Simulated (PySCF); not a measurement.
Which level of theory gave which numbers?

Compound: CH7NOSi2.
Structure used (PBE0-D3(BJ)/def2-SVP), in Å, numbered top down from 1:
```
atom  x, y, z in Å
C1     2.3462    0.8242    0.3965
N2     1.2729    0.6037   -0.2280
Si3    0.5112   -0.9612   -0.4253
O4    -1.0439   -0.8356    0.1154
Si5   -2.3303    0.2183    0.0707
H6     2.9554    0.0411    0.9001
H7     2.7503    1.8511    0.4783
H8     1.1863   -2.0348    0.3664
H9     0.5344   -1.2776   -1.8811
H10   -3.5418   -0.5259    0.5169
H11   -2.0941    1.3735    0.9851
H12   -2.5446    0.7263   -1.3181
```

The closed-shell ground state was solved 3 times with PySCF (density fitting, gas phase), always with PBE0, in these basis sets: IGLO-III, cc-pVDZ and pcSseg-0.

| row | total energy (Eh) | HOMO (eV) | LUMO (eV) | dipole (D) |
| --- | --- | --- | --- | --- |
| P | -749.7811 | -7.06 | -1.03 | 1.63 |
| Q | -750.8840 | -7.12 | -0.90 | 1.43 |
| R | -750.9948 | -7.33 | -1.21 | 1.54 |

Problem. Which basis belongs to which row?

Solution. P = pcSseg-0, Q = cc-pVDZ, R = IGLO-III. From the lowest total energy up: IGLO-III (263 functions) 0 eV; cc-pVDZ (113 functions) +3.01 eV; pcSseg-0 (67 functions) +33.03 eV.

One conformer stands for the species.
